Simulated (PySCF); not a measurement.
B3LYP has the VWN-RPA correlation part, as in Gaussian. 

**CF3, SMILES `F[C](F)F` (charge 0, multiplicity 2)**

The numbers are results of PySCF 2.14.0 with B3LYP-D3(BJ)/def2-TZVP, not measurements.

highest occupied spin orbital: -7.70 eV
dipole moment: 0.26 D
total energy: -9189.79 eV
cost: roughly 100 core-seconds

Bond lengths (Å): F1–C2 1.321, C2–F3 1.321, C2–F4 1.321. Angles (°): F1–C2–F3 111.4, F1–C2–F4 111.4, F3–C2–F4 111.4.
Charge 0, spin multiplicity 2.
